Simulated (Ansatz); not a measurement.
**Worked example: the step energy**

An elementary step of SiN2H10O, singlet (SiNH₅ ([NH2][SiH3]) + H₂O + NH₃ → SiNH₅O ([NH2][SiH2][OH]) + NH₃ + H₂; Si–H, H–O, H–N broken or loosened, Si–O, H–H, H–N formed or tightened). “Start” and “end” are the PBE0-D4/def2-TZVP structures reached by relaxing down either side of its saddle point, with the molecules still in contact.

Computed with Ansatz 0.2.0 (basis: def2-TZVPP and def2-QZVPP); correlated methods freeze the cores.

Energies in eV:

| quantity | end | start |
| --- | --- | --- |
| Hartree–Fock, triple zeta (X = 3) | -13025.16216 | -13024.56914 |
| Hartree–Fock, quadruple zeta (X = 4) | -13025.70006 | -13025.08604 |
| MP2 correlation, X = 3 | -23.34492 | -23.38159 |
| MP2 correlation, X = 4 | -25.08287 | -25.11335 |
| CCSD(T) correlation, X = 3 | -25.36982 | -25.45894 |

(1) Work out the step energy at the basis limit: extrapolate Hartree–Fock as E(X) = E∞ + A exp(−7.88 √X) and the MP2 correlation as E(X) = E∞ + B X^−2.97 (the exponents that Neese and Valeev fitted for def2-TZVPP and QZVPP), then add CCSD(T) − MP2 in triple zeta.

T1 diagnostic: at most 0.011.

Answers

(1) Each step is linear, so take the differences first (end − start): Hartree–Fock -0.59302 (X = 3) and -0.61402 (X = 4); MP2 correlation 0.03667 and 0.03048; CCSD(T) correlation 0.08912.
Two points give E∞ = E(4) + w [E(4) − E(3)], with w = 1/(exp(7.88 (2 − √3)) − 1) = 0.1377 for Hartree–Fock and w = 1/((4/3)^2.97 − 1) = 0.7407 for the correlation.
Hartree–Fock: -0.61402 + 0.1377 × (-0.02100) = -0.6169 eV.
MP2 correlation: 0.03048 + 0.7407 × (-0.00619) = 0.0259 eV.
CCSD(T) − MP2: 0.08912 − 0.03667 = 0.0525 eV.
Sum: -0.6169 + 0.0259 + 0.0525 = -0.5385 eV, or -12.42 kcal/mol. Plain CCSD(T) in triple zeta gives -0.5039 eV, so the larger basis shifts the result by -0.0346 eV.

Labels in which every atom is bracketed show which atoms are joined, not bond orders.

For scale, one of the runs: CCSD(T)/def2-TZVPP, 275 basis functions, launched by `ansatz run in.yaml --threads 8 --pin off --events-out ev --progress --plain --max-ram 19148MiB`. Hardware: 8 CPU threads of an Arm Neoverse V2, shared host. Wall time 83 s; peak host memory 7.7 GiB.
